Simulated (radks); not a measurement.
Values are calculated unless marked as measured or tabulated.
Ionisation of the gadolinium ion Gd10+, [Kr] 4d10 4f5 5s2 5p1, to [Kr] 4d10 4f5 5s2 as the strength of local exchange is varied. Code: a radial shooting solver on a logarithmic mesh with Libxc functionals. Model: Dirac Kohn-Sham, Slater X-alpha exchange (alpha = 2/3 is LDA exchange), no correlation, spin-unpolarised, spherical densities, point nucleus; open shells fill j = l - 1/2 first.

alpha = 0.551: E(Gd10+) (hartree) -11198.9447; exchange (hartree) -189.7491; IE (eV) 173.63; -e of the level emptied (eV) 164.76 (5p1/2); <r> of it (bohr) 1.269
alpha = 0.585: E(Gd10+) (hartree) -11210.6591; exchange (hartree) -201.6534; IE (eV) 174.57; -e of the level emptied (eV) 165.70 (5p1/2); <r> of it (bohr) 1.266
alpha = 0.667: E(Gd10+) (hartree) -11238.9581; exchange (hartree) -230.4572; IE (eV) 176.84; -e of the level emptied (eV) 167.98 (5p1/2); <r> of it (bohr) 1.257
alpha = 0.812: E(Gd10+) (hartree) -11289.1608; exchange (hartree) -281.7134; IE (eV) 180.90; -e of the level emptied (eV) 172.03 (5p1/2); <r> of it (bohr) 1.242
alpha = 0.892: E(Gd10+) (hartree) -11316.9472; exchange (hartree) -310.1690; IE (eV) 183.16; -e of the level emptied (eV) 174.29 (5p1/2); <r> of it (bohr) 1.234
alpha = 1.015: E(Gd10+) (hartree) -11359.7914; exchange (hartree) -354.1636; IE (eV) 186.65; -e of the level emptied (eV) 177.80 (5p1/2); <r> of it (bohr) 1.222
alpha = 1.046: E(Gd10+) (hartree) -11370.6129; exchange (hartree) -365.2983; IE (eV) 187.54; -e of the level emptied (eV) 178.69 (5p1/2); <r> of it (bohr) 1.219

NIST Atomic Spectra Database: 183 +/- 9 eV (theoretical). The Delta-SCF value meets it near alpha = 0.89. Spin polarisation and multiplet splitting are left out, so open shells lie too high by an amount that depends on their filling.

Beside tabulated values, note that spin-unpolarised runs miss the spin-polarisation part of the exchange energy of open shells.
